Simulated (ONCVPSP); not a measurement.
# copper (Cu), ONCV: configuration errors across variants

```json
{"Element": "Cu", "Generator": "ONCVPSP 4.0.1", "Type": "optimised norm-conserving Vanderbilt (ONCV)", "Functional": "PBEsol", "Relativity": "scalar-relativistic", "Frozen core": "[Ne]", "Valence charge": "19", "Reference configuration": "3s2 3p6 3d10 4s0.5 (charge +0.5)", "Partial waves": "3s+4s: rc 1.05 bohr, ncon 4, nbas 9, qcut 9.7 1/bohr, 2 projectors; 3p: rc 1.10 bohr, ncon 4, nbas 7, qcut 14.6 1/bohr, 2 projectors, debl 0.5 Ha; 3d: rc 0.75 bohr, ncon 4, nbas 8, qcut 13.9 1/bohr, 2 projectors, debl 0.5 Ha; f scattering state at 0.2 Ha: rc 0.85 bohr, ncon 4, nbas 9, qcut 15.1 1/bohr, 3 projectors, debl 0.7 Ha", "Local potential": "polynomial inside 0.55 bohr (lpopt 5, dvloc0 0 Ha)", "Core correction": "Teter function fitted to the true core (icmod 2), fcfact 0.65"}
```

In the p channel the program set the typed energies aside and used -2.796, 0.250 Ha.

All-electron excitation energies from the reference (eV): (1) 3s2 3p6 3d10 4s0 4.950; (2) 3s2 3p6 3d9 4s0 26.263; (3) 3s1 3p6 3d10 4s1 118.791.

1 further variants failed, have other tests or too few solved ones, and are left out.

A true bound ghost makes a file unfit for plane-wave use even where its test errors are small: the radial tests pick states by their node count and pass the ghost by.

Errors AE − PS in meV (a dash: test not solved or not reliable):

```csv
change,(1),(2),(3),bound ghosts,GHOST(+) flags above zero
base,0.0,-0.3,-57,f,"s, d, f"
"all radii but the core radius scaled by about 0.90 (s 0.94, p 1.00, d 0.68, f 0.76 bohr); local potential polynomial inside 0.50 bohr (lpopt 5, dvloc0 0 Ha)",0.0,+1.8,-24,f,s
"all radii but the core radius scaled by about 0.96 (s 1.00, p 1.06, d 0.72, f 0.82 bohr); local potential polynomial inside 0.52 bohr (lpopt 5, dvloc0 0 Ha)",0.0,+0.4,-41,f,s
"all radii but the core radius scaled by about 1.08 (s 1.14, p 1.18, d 0.80, f 0.92 bohr); local potential polynomial inside 0.60 bohr (lpopt 5, dvloc0 0 Ha)",0.0,-1.2,-96,f,"s, d"
"all radii but the core radius scaled by about 1.13 (s 1.18, p 1.24, d 0.84, f 0.96 bohr); local potential polynomial inside 0.62 bohr (lpopt 5, dvloc0 0 Ha)",0.0,-1.6,-119,f,none
"all radii but the core radius scaled by about 1.20 (s 1.26, p 1.32, d 0.90, f 1.02 bohr); local potential polynomial inside 0.66 bohr (lpopt 5, dvloc0 0 Ha)",0.0,-1.8,-163,none,f
"all radii but the core radius scaled by about 1.27 (s 1.34, p 1.40, d 0.96, f 1.08 bohr); local potential polynomial inside 0.70 bohr (lpopt 5, dvloc0 0 Ha)",0.0,-2.0,-214,none,f
"all radii but the core radius scaled by about 1.33 (s 1.40, p 1.46, d 1.00, f 1.12 bohr); local potential polynomial inside 0.72 bohr (lpopt 5, dvloc0 0 Ha)",+0.4,-2.0,-250,none,none
```

(1) Give the same row for: all radii but the core radius scaled by about 0.78 (s 0.82, p 0.86, d 0.58, f 0.66 bohr); local potential polynomial inside 0.44 bohr (lpopt 5, dvloc0 0 Ha).

## Answers

(1) -0.1, +8.8, -6.2; bound ghosts: f; GHOST(+) flags above zero: s, d, f.
